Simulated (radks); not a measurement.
Spherical quantum dot in the effective-mass picture: electrons in a hard-walled sphere of radius 8.56, all in effective atomic units (hartree* = m*/eps^2 hartree, bohr* = eps/m* bohr), one dielectric constant everywhere. Calculated with a radial shooting solver with Libxc functionals: non-relativistic Kohn-Sham, PBEsol, spin-polarised, spherical densities. Levels are named by radial order and angular momentum (1s, 1p, 1d, 2s, ...), and open shells are averaged over m.

N = 16, configuration 1s2 1p6 1d(up 5, down 3). This is the lowest configuration that the search found. Occupied levels:

level    occupation  eigenvalue (hartree*)  <r> (bohr*)
1s up             1                 2.2853        6.206
1s down           1                 2.2960        6.191
1p up             3                 2.3144        6.298
1p down           3                 2.3252        6.288
1d up             5                 2.3690        6.408
1d down           3                 2.3801        6.401

Energy (hartree*): total 19.6271, kinetic 3.8911, external 0, Hartree 18.762, exchange-correlation -3.0256.

Electron density:

r (bohr*)  n(r) (e/bohr*^3)
0.469            0.00007576
0.895             0.0001022
1.32              0.0001544
1.75              0.0002483
2.17              0.0004097
2.60              0.0006782
3.02               0.001110
3.45               0.001770
3.87               0.002734
4.30               0.004065
4.72               0.005774
5.15               0.007784
5.57               0.009847
6.00                0.01149
6.42                0.01207
6.85                0.01101
7.28               0.008186
7.70               0.004342
8.13               0.001186
8.55              2.812e-06
